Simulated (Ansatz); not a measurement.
The same path of FH + H4OSn (8 atoms, charge 0, multiplicity 1) was run twice with different band settings. Lost on the way: Sn1–O2, F7–H8. Made: Sn1–F7, O2–H8.

Level of theory: Ansatz 0.2.0, RKS PBE0/def2-SVP.

Relaxed end points:

```xyz
8
Properties=species:S:1:pos:R:3
Sn -0.097 0.084 -0.100
O 0.059 -0.120 1.915
H -0.773 -0.032 2.393
H 1.506 0.298 -0.616
H -1.042 1.506 -0.290
H -0.908 -1.281 -0.725
F 1.339 -2.130 1.326
H 0.883 -1.450 1.821
```

```xyz
8
Properties=species:S:1:pos:R:3
Sn 0.313 -0.116 -0.341
O -0.522 -0.357 2.386
H -1.052 -1.149 2.525
H 1.276 -0.217 -1.761
H 0.070 1.497 0.139
H -1.059 -1.120 -0.486
F 1.550 -0.967 0.946
H 0.388 -0.696 2.315
```

Common settings: movable images 5; climbing image yes; spring 5.0 eV/Å²; optimiser quadratic models (default); start path through a guess of the saddle point; iteration limit 60; end points relaxed.

| run | force threshold |
| --- | --- |
| 1 | 0.05 eV/Å |
| 2 | 0.5 eV/Å |

(1) What does each run give, and how far can it be trusted?

Answers

(1) Run 1: converged after 23 iterations, highest image 0.275 eV above the first end. A vibrational analysis at the climbing image gives one clearly imaginary mode, 422i cm⁻¹: a first-order saddle point.
Run 2: converged after 6 iterations, highest image 0.386 eV above the first end. The threshold of 0.5 eV/Å is loose, so the images may lie well off the minimum-energy path. The order of the stationary point at the top wasn't checked.
The orbitals stay closed-shell, which can raise the energy where a bond breaks towards radicals; this wasn't checked here.
